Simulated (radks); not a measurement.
Task: Species: Nb3+. Configuration: [Kr] 4d2. Method: scalar-relativistic Kohn-Sham, PBE, spin-unpolarised, spherical densities, finite nucleus; Fermi nuclear charge, rms radius 4.324 fm; computed with a radial shooting solver on a logarithmic mesh with Libxc functionals. Some entries of the table are withheld. Estimate them.

orbital  occ.  eigenvalue (hartree)  r(max) (bohr)  <r^2> (bohr^2)
1s          2             -692.3348        0.02349        0.001757
2s          2             -97.84000         0.1332         0.02944
2p          6             -87.48693         0.1064         0.02318
3s          2             -17.28423         0.3955          0.2251
3p          6             -13.89955         0.3893          0.2314
3d         10              -8.36783         0.3345          0.2259
4s          2              -3.26842          1.029           1.487
4p          6              -2.37505          1.116           1.847
4d          2                   (1)            (2)           3.442

Result: 
(1) 4d eigenvalue (hartree): -1.12437
(2) 4d r(max) (bohr): 1.395
